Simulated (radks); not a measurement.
Ar, configuration [Ar].

Calculated with a radial shooting solver on a logarithmic mesh with Libxc functionals: scalar-relativistic Kohn-Sham, LDA (Slater exchange, Perdew-Wang correlation), spin-polarised, spherical densities, point nucleus; hard spherical wall at 1.5 bohr.

Energy parts (Ry):
| part | energy |
|---|---|
| total | -1012.55330 |
| kinetic | 1187.19561 |
| electron-nucleus | -2705.85262 |
| Hartree | 573.64529 |
| exchange-correlation | -67.54158 |

Orbitals (lengths in bohr, moments of r in powers of bohr):
1s: occ. 2; eigenvalue (Ry) -218.8600; <r^2> 0.009972; <1/r> 17.63
2s: occ. 2; eigenvalue (Ry) -14.47636; <r^2> 0.2206; <1/r> 3.414
2p: occ. 6; eigenvalue (Ry) -9.35663; <r^2> 0.1976; <1/r> 3.304
3s: occ. 2; eigenvalue (Ry) 6.62645; <r^2> 0.8734; <1/r> 1.679
3p: occ. 6; eigenvalue (Ry) 8.14545; <r^2> 0.8498; <1/r> 1.649
3d: occ. 0; eigenvalue (Ry) 9.39315; <r^2> 0.8034; <1/r> 1.280
4s: occ. 0; eigenvalue (Ry) 29.31184; <r^2> 0.8682; <1/r> 2.065
4p: occ. 0; eigenvalue (Ry) 29.13384; <r^2> 0.8285; <1/r> 1.971

The highest occupied level is 3p at 110.82 eV. The density falls to 0.001 e/bohr^3 at r = 1.48 bohr. The pressure on the wall is 58900 GPa. Summed over all electrons, <r^2> = 8.492 bohr^2, which gives a Langevin (diamagnetic) susceptibility term of -6.73 x 10^-6 cm^3/mol.
